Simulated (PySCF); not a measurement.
Several orderings of computed values.

Species are written as SMILES; each is one conformer at its optimised geometry, gas phase, non-relativistic unless stated; the electronic structure was computed with PySCF and density fitting.

The conformers computed, where there is a choice (atom-mapped SMILES and torsion angles):
- `[CH2:1]=[C:2]([Cl:3])[C:4](=[O:5])[OH:6]`: C1–C2–C4–O5 180°, H–O6–C4–C2 180°
- `[F:1][C:2]([F:3])([F:4])[C:5]([F:6])([F:7])[C@H:8]1[CH2:9][NH:10]1`: F1–C2–C5–F6 66°, C2–C5–C8–C9 -154°
- `[O:1]=[C:2]([F:3])[CH:4]1[CH2:5][CH2:6]1`: O1–C2–C4–C5 34°
- `[H]/[N:4]=[CH:3]\[CH:2]=[CH2:1]`: C1–C2–C3–N4 180°
- `[O:1]=[C:2]([Cl:3])/[CH:4]=[CH:5]\[C:6]([F:7])([F:8])[F:9]`: O1–C2–C4–C5 0°, C4–C5–C6–F7 180°
- `[CH2:1]=[CH:2][N:3]=[CH2:4]`: C1–C2–N3–C4 52°

Question: Rank by electronic spatial extent ⟨r²⟩ about the centre of nuclear charge, highest first (PBE0/def2-SVPD at GFN2-xTB geometries).
A. `O=C(F)C1CC1`
B. `FC(F)(F)C(F)(F)[C@H]1CN1`
C. `C(/C=C\C(F)(F)F)(=O)Cl`
D. `[H]/N=C\C=C`
E. `C=C(Cl)C(=O)O`

Answer: C (1548 bohr²), B (1224 bohr²), E (681 bohr²), A (543 bohr²), D (312 bohr²).

By how much do the two ends of that ranking differ?

By 1236 bohr², between `O=C(Cl)/C=C\C(F)(F)F` and `[H]/N=C\C=C`.

Question: Rank by lowest singlet excitation, highest first (TDDFT PBE0/def2-SVPD at GFN2-xTB geometries).
A. `FC(F)(F)C(F)(F)[C@H]1CN1`
B. `O=C(Cl)/C=C\C(F)(F)F`
C. `C1(CC1)C(=O)F`
D. `C=C(Cl)C(=O)O`
E. `[H]/N=C\C=C`

Answer: A (7.13 eV), C (6.14 eV), D (4.86 eV), E (4.46 eV), B (4.02 eV).

Give the two extremes of that set as wavelengths.

`O=C(Cl)/C=C\C(F)(F)F`: 308 nm; `FC(F)(F)C(F)(F)[C@H]1CN1`: 174 nm.

Question: Rank by dipole moment, highest first (PBE0/def2-SVPD at GFN2-xTB geometries).
A. `C=C(Cl)C(=O)O`
B. `[H]/N=C\C=C`
C. `FC(F)(F)C(F)(F)[C@H]1CN1`
D. `O=C(F)C1CC1`

Answer: D (3.58 D), A (3.05 D), B (2.58 D), C (1.70 D).

By how much do the two ends of that ranking differ?

By 1.88 D, between `O=C(F)C1CC1` and `FC(F)(F)C(F)(F)[C@H]1CN1`.

Question: Rank by HOMO energy, lowest first (PBE0/def2-SVPD at GFN2-xTB geometries).
A. `FC(F)(F)C(F)(F)[C@H]1CN1`
B. `N(/[H])=C/C=C`
C. `O=C(F)C1CC1`
D. `C=C(Cl)C(=O)O`

Answer: C (-9.09 eV), D (-8.06 eV), A (-7.90 eV), B (-7.60 eV).

Question: Rank by smallest rotational constant, highest first (GFN2-xTB).
A. `O=C(F)C1CC1`
B. `O=C(Cl)/C=C\C(F)(F)F`
C. `FC(F)(F)C(F)(F)[C@H]1CN1`
D. `C=CN=C`

Answer: D (5.095 GHz), A (2.326 GHz), C (0.995 GHz), B (0.660 GHz).

Give the two extremes of that set in cm⁻¹.

`O=C(Cl)/C=C\C(F)(F)F`: 0.0220 cm⁻¹; `C=CN=C`: 0.1700 cm⁻¹.
